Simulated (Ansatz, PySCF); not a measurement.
System: C5H7 (charge -1, singlet). It need not be the lowest isomer of its formula. Whether it binds its extra electron was not tested at this geometry. 
Structure (B3LYP-D3(BJ)/def2-TZVP (Ansatz, a first-principles code) minimum search):
```xyz
12

C      2.0112    -0.1412     0.7167
C      1.1588    -0.3353    -0.3379
C      0.1323     0.4697    -0.8667
C     -1.1529     0.5384    -0.5270
C     -1.8507    -0.2753     0.5529
H      2.8527    -0.8035     0.8874
H      1.9277     0.7297     1.3585
H      1.3701    -1.2255    -0.9435
H     -1.8304     1.2295    -1.0468
H     -2.3652     0.3623     1.2875
H     -2.6212    -0.9421     0.1359
H     -1.1258    -0.8888     1.0924
```
Charge -1, spin multiplicity 1.

Total electronic energies in hartree. Correlated levels leave the core frozen unless marked. No spin-orbit coupling. No relativistic terms. CBS(X,Y): correlation extrapolated as X^-3; Hartree-Fock from the larger set. The bracket is a focal-point correction in the basis named.

```json
[
 {"level": "HF/aug-cc-pVQZ", "program": "Ansatz", "energy (Eh)": "-193.37592"},
 {"level": "BLYP-D4/def2-TZVPD", "program": "Ansatz + dftd4", "energy (Eh)": "…"},
 {"level": "PBE0/6-31G*", "program": "Ansatz", "energy (Eh)": "…"},
 {"level": "PBE0-D3(BJ)/def2-TZVPD", "program": "Ansatz + dftd3", "energy (Eh)": "-194.49127"},
 {"level": "M06-2X/def2-TZVPD", "program": "PySCF", "energy (Eh)": "-194.63383"},
 {"level": "MP2/STO-3G", "program": "Ansatz", "energy (Eh)": "-191.06708"},
 {"level": "CCSD(T)/6-31G", "program": "Ansatz", "energy (Eh)": "-193.71578"},
 {"level": "CCSD(T)/aug-cc-pVDZ", "program": "Ansatz", "energy (Eh)": "-194.12430"},
 {"level": "RI-MP2/CBS(aug-cc-pVTZ,aug-cc-pVQZ)+[CCSD(T)-MP2]/aug-cc-pVDZ", "program": "Ansatz", "energy (Eh)": "-194.3924"}
]
```

### Question
Fill in the missing entries.

### Answer

- BLYP-D4/def2-TZVPD, energy (Eh): -194.66034
- PBE0/6-31G*, energy (Eh): -194.38922
